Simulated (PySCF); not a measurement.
Isomers of C5H10O3, from PBE0-D3(BJ)/def2-SVP geometry optimisation, gas phase in PySCF 2.14.0. One conformer each, no zero-point energy, no frequencies.

Problem. Which isomer lies lowest at this level?
A. `[CH3:1][CH2:2][O:3][CH2:4][C:5](=[O:6])[O:7][CH3:8]` with C1–C2–O3–C4 179°, C2–O3–C4–C5 -75°, O3–C4–C5–O6 1°, C4–C5–O7–C8 180° (methyl 2-ethoxyacetate): A = 6132, B = 939.6, C = 865.8 MHz, dipole 2.19 D
B. `[CH3:1][CH2:2][CH:3]1[O:4][CH2:5][O:6][CH2:7][O:8]1` with C1–C2–C3–O4 60°, C2–C3–O4–C5 176°, C3–O4–C5–O6 -57°, O4–C5–O6–C7 57°, C5–O6–C7–O8 -57°: A = 4587, B = 1489, C = 1200 MHz, dipole 1.75 D
C. `[CH3:1][CH2:2][O:3][CH2:4][CH2:5][C:6](=[O:7])[OH:8]` with C1–C2–O3–C4 73°, C2–O3–C4–C5 175°, O3–C4–C5–C6 179°, C4–C5–C6–O7 -4°, C5–C6–O8–H 179°: A = 5986, B = 786.8, C = 729.1 MHz, dipole 0.35 D

Solution. C. That is 3-ethoxypropionic acid, `CCOCCC(=O)O`, 11.6 kcal/mol below the next.

```tsv
SMILES	mapped SMILES	E (Eh)	relative (kcal/mol)	relative (kJ/mol)	dipole (D)
CCOCCC(=O)O	[CH3:1][CH2:2][O:3][CH2:4][CH2:5][C:6](=[O:7])[OH:8]	-421.46076	0.0	0.0	0.35
CCOCC(=O)OC	[CH3:1][CH2:2][O:3][CH2:4][C:5](=[O:6])[O:7][CH3:8]	-421.44227	11.6	48.5	2.19
CCC1OCOCO1	[CH3:1][CH2:2][CH:3]1[O:4][CH2:5][O:6][CH2:7][O:8]1	-421.43721	14.8	61.8	1.75
```

As drawn, the lowest has a C=O bond, an O–H bond and a C(=O)–O unit, which the highest lacks.
